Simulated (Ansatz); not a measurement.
Program: Ansatz. Geometries: PBE0-D4/def2-TZVP. ΔE: electronic, gas phase. CBS: MP2 limit from def2 TZ/QZ plus the TZ coupled-cluster correction, frozen cores. Functionals use def2-TZVPP. B3LYP here is the variant with VWN-RPA as its local correlation; programs differ in this. Each species was taken in one conformer, which may not be the lowest.

Consider the cleavage of the B–Si bond: `B[SiH]([SiH3])[SiH3]` + `O[SiH2]S[SiH3]` → `BO[SiH2]S[SiH3]` + trisilane.

```tsv
level	ΔE (kcal/mol)	difference from CCSD(T)/CBS
PBE-D4	-31.3	2.8
r2SCAN-D4	-33.2	0.9
PBE0-D4	-32.3	1.8
B3LYP-D4	-35.3	-1.2
ωB97X-V	-34.6	-0.5
ωB97M-V	-35.2	-1.1
B2PLYP	-35.5	-1.4
PBE	-31.3	2.8
r2SCAN	-33.2	0.9
PBE0	-32.3	1.8
B3LYP	-35.3	-1.2
HF/def2-TZVPP	-38.2	-4.1
MP2/def2-TZVPP	-34.9	-0.8
SCS-MP2/def2-TZVPP	-35.7	-1.6
CCSD/def2-TZVPP	-34.8	-0.7
CCSD(T)/def2-TZVPP	-34.4	-0.3
HF/def2-QZVPP	-38.6	-4.5
MP2/def2-QZVPP	-34.9	-0.8
SCS-MP2/def2-QZVPP	-35.7	-1.6
HF/CBS(def2)	-38.6	-4.5
MP2/CBS(def2)	-34.7	-0.6
CCSD/CBS(def2)	-34.5	-0.4
CCSD(T)/CBS	-34.1	0
```

Largest T1 diagnostic among the species: 0.015.

In def2-TZVPP, CCSD(T) changes the Hartree–Fock value by +3.8 kcal/mol (the triples alone add +0.4 kcal/mol) and MP2 by +3.3 kcal/mol. From PBE to PBE0 (25 % exact exchange), in def2-TZVPP and without D4, ΔE moves by −1.0 kcal/mol.

CCSD(T)/CBS has its own doubt, a few kJ/mol and more with outer-core shells, so smaller differences from it don't rank the levels.
